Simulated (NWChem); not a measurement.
System: HSe2Cl; SMILES Cl[Se][SeH]

NWChem input:

```
start job
memory heap 200 mb stack 900 mb global 1100 mb
geometry units angstroms noautosym nocenter noautoz
  Se     0.744802     0.554633     0.019823
  Cl    -0.953245     1.966537    -0.003735
  Se    -0.233499    -1.516178     0.039771
  H     -0.368744    -1.676297    -1.424577
end
basis spherical
  * library def2-svpd
end
dft
  xc pbe0
  iterations 150
end
property
  response 1 0.0
end
task dft property
```

Parts of the log:

```
             Northwest Computational Chemistry Package (NWChem) 7.3.0
             --------------------------------------------------------

                             Geometry "geometry" -> ""
                             -------------------------

 Output coordinates in angstroms (scale by  1.889725989 to convert to a.u.)

  No.       Tag          Charge          X              Y              Z
 ---- ---------------- ---------- -------------- -------------- --------------
    1 Se                  34.0000     0.74480200     0.55463300     0.01982300
    2 Cl                  17.0000    -0.95324500     1.96653700    -0.00373500
    3 Se                  34.0000    -0.23349900    -1.51617800     0.03977100
    4 H                    1.0000    -0.36874400    -1.67629700    -1.42457700

 Effective nuclear repulsion energy (a.u.)     512.2661488843

                              NWChem Property Module
                              ----------------------

                                 NWChem DFT Module
                                 -----------------

 Summary of "ao basis" -> "ao basis" (spherical)
 ------------------------------------------------------------------------------
       Tag                 Description            Shells   Functions and Types
 ---------------- ------------------------------  ------  ---------------------
 Se                        def2-svpd                15       41   6s5p4d
 Cl                        def2-svpd                11       27   5s4p2d
 H                         def2-svpd                 4        8   2s2p

            General Information
            -------------------
          SCF calculation type: DFT
          Wavefunction type:  closed shell.
          No. of atoms     :     4
          No. of electrons :    86
           Alpha electrons :    43
            Beta electrons :    43
          Charge           :     0
          Spin multiplicity:     1
          Use of symmetry is: off; symmetry adaption is: off
          Maximum number of iterations: 150
          AO basis - number of functions:   117
                     number of shells:    45
          Convergence on energy requested:  1.00D-06
          Convergence on density requested:  1.00D-05
          Convergence on gradient requested:  5.00D-04

              XC Information
              --------------
                         PBE0 Method XC Functional
                     Hartree-Fock (Exact) Exchange  0.250
          PerdewBurkeErnzerhof Exchange Functional  0.750
            Perdew 1991 LDA Correlation Functional  1.000 local
           PerdewBurkeErnz. Correlation Functional  1.000 non-local

             Grid Information
             ----------------
          Grid used for XC integration:  medium
          Radial quadrature: Mura-Knowles
          Angular quadrature: Lebedev.
          Tag              B.-S. Rad. Rad. Pts. Rad. Cut. Ang. Pts.
          ---              ---------- --------- --------- ---------
          Se                  1.15      112          13.0       590
          Cl                  1.00       88          14.0       590
          H                   0.35       45          13.0       434
          Grid pruning is: on
          Number of quadrature shells:   357
          Spatial weights used:  Erf1

      Superposition of Atomic Density Guess
      -------------------------------------

 Sum of atomic energies:       -5258.85659477

      Non-variational initial energy
      ------------------------------

 Total energy =   -5259.302871
 1-e energy   =   -8344.277136
 2-e energy   =    2572.708116
 HOMO         =      -0.243995
 LUMO         =      -0.072304

   convergence    iter        energy       DeltaE   RMS-Dens  Diis-err
 ---------------- ----- ----------------- --------- --------- ---------
 d= 0,ls=0.0,diis     1  -5262.4362065772 -5.77D+03  9.31D-03  4.09D-01
 d= 0,ls=0.0,diis     2  -5262.4379715410 -1.76D-03  5.82D-03  2.80D-01
 d= 0,ls=0.0,diis     3  -5262.4770752135 -3.91D-02  1.85D-03  5.83D-02
 d= 0,ls=0.0,diis     4  -5262.4848277883 -7.75D-03  4.26D-04  2.10D-03
 d= 0,ls=0.0,diis     5  -5262.4850862355 -2.58D-04  1.29D-04  2.02D-04
  Resetting Diis
 d= 0,ls=0.0,diis     6  -5262.4851108523 -2.46D-05  4.50D-05  1.68D-05
 d= 0,ls=0.0,diis     7  -5262.4851129624 -2.11D-06  2.92D-05  1.63D-06
 d= 0,ls=0.0,diis     8  -5262.4851126225  3.40D-07  1.77D-05  3.77D-06
 d= 0,ls=0.0,diis     9  -5262.4851132561 -6.34D-07  1.10D-06  2.05D-08

         Total DFT energy =    -5262.485113256126
      One electron energy =    -8343.174278712630
           Coulomb energy =     2770.643213455476
    Exchange-Corr. energy =     -202.220196883239
 Nuclear repulsion energy =      512.266148884266

 Numeric. integr. density =       86.000006866034

                       DFT Final Molecular Orbital Analysis
                       ------------------------------------

 Vector   41  Occ=2.000000D+00  E=-3.301321D-01
              MO Center= -5.1D-01,  1.0D+00,  1.7D-02, r^2= 3.9D+00
   Bfn.  Coefficient  Atom+Function         Bfn.  Coefficient  Atom+Function
  ----- ------------  ---------------      ----- ------------  ---------------
    53      0.404859  2 Cl px                54      0.321254  2 Cl py
    50      0.305448  2 Cl px                51      0.251810  2 Cl py
    82      0.214494  3 Se py                85      0.209085  3 Se py
    47      0.175657  2 Cl px                13     -0.172122  1 Se px
     4     -0.164354  1 Se s                 16     -0.145085  1 Se px

 Vector   42  Occ=2.000000D+00  E=-2.913729D-01
              MO Center= -2.3D-01, -1.0D+00,  5.7D-04, r^2= 3.1D+00
   Bfn.  Coefficient  Atom+Function         Bfn.  Coefficient  Atom+Function
  ----- ------------  ---------------      ----- ------------  ---------------
    84      0.499914  3 Se px                81      0.454673  3 Se px
    78     -0.283539  3 Se px                54     -0.229759  2 Cl py
    85     -0.193914  3 Se py                82     -0.192266  3 Se py
    51     -0.163536  2 Cl py                79      0.118561  3 Se py
     5     -0.112177  1 Se s                  4     -0.097048  1 Se s

 Vector   43  Occ=2.000000D+00  E=-2.639800D-01
              MO Center=  3.0D-01,  6.5D-01, -2.1D-02, r^2= 3.1D+00
   Bfn.  Coefficient  Atom+Function         Bfn.  Coefficient  Atom+Function
  ----- ------------  ---------------      ----- ------------  ---------------
    18      0.527001  1 Se pz                15      0.477071  1 Se pz
    55     -0.324441  2 Cl pz                12     -0.292381  1 Se pz
    52     -0.245309  2 Cl pz               111      0.144150  4 H  s
    73     -0.142764  3 Se s                 49     -0.138108  2 Cl pz
   110      0.133010  4 H  s                  9      0.094607  1 Se pz

 Vector   44  Occ=0.000000D+00  E=-9.921584D-02
              MO Center=  1.1D-01,  5.6D-01,  6.4D-03, r^2= 4.6D+00
   Bfn.  Coefficient  Atom+Function         Bfn.  Coefficient  Atom+Function
  ----- ------------  ---------------      ----- ------------  ---------------
    16      0.551081  1 Se px                13      0.396493  1 Se px
    54     -0.329301  2 Cl py                53      0.323302  2 Cl px
     4     -0.315636  1 Se s                 85      0.304225  3 Se py
     5     -0.271634  1 Se s                 10     -0.236246  1 Se px
    51     -0.199242  2 Cl py                45      0.196598  2 Cl s

 Vector   45  Occ=0.000000D+00  E=-7.013029D-02
              MO Center=  2.0D-01, -3.3D-01, -1.6D-02, r^2= 5.4D+00
   Bfn.  Coefficient  Atom+Function         Bfn.  Coefficient  Atom+Function
  ----- ------------  ---------------      ----- ------------  ---------------
    17      0.603121  1 Se py                85      0.423782  3 Se py
    14      0.403531  1 Se py                84      0.285216  3 Se px
    20      0.265285  1 Se py                72      0.263091  3 Se s
    82      0.262445  3 Se py                11     -0.240908  1 Se py
    73      0.232512  3 Se s                 88      0.220027  3 Se py

 Vector   46  Occ=0.000000D+00  E=-1.800150D-02
              MO Center= -1.9D-01, -1.4D+00, -6.4D-01, r^2= 5.5D+00
   Bfn.  Coefficient  Atom+Function         Bfn.  Coefficient  Atom+Function
  ----- ------------  ---------------      ----- ------------  ---------------
     6      0.808711  1 Se s                 74      0.319293  3 Se s
    72     -0.302630  3 Se s                 73     -0.289411  3 Se s
    86      0.287327  3 Se pz                83      0.280986  3 Se pz
   110      0.258221  4 H  s                107      0.229684  3 Se d  0
   117     -0.208436  4 H  pz                 5     -0.182559  1 Se s

     Multipole analysis of the density
     ---------------------------------

     L   x y z        total         alpha         beta         nuclear
     -   - - -        -----         -----         ----         -------
     0   0 0 0     -0.000000    -43.000000    -43.000000     86.000000

     1   1 0 0      0.246301     -0.642560     -0.642560      1.531421
     1   0 1 0     -0.683026      0.544483      0.544483     -1.771992
     1   0 0 1     -0.247092     -0.631999     -0.631999      1.016907

[...]

 DFT Linear Response polarizability / au
 Frequency  =       0.0000000 / au
              X              Y              Z
 -----------------------------------------------
 X      66.3956898     -3.3559688      0.7813749
 Y      -3.3559718    100.6123854      2.2659857
 Z       0.7813770      2.2659849     55.6536024
 -----------------------------------------------
 Eigenvalues =      66.1629812    101.0431812     55.4555152
 Isotropic   =      74.2205592
 Anisotropic =      41.2886998
 -----------------------------------------------

 Magnetic Dipole Response Matrix (nonzero elements):

 Exiting AOResponse driver routine
```

Level: PBE0/def2-SVPD. Geometry: optimised at PBE0/def2-SVP.
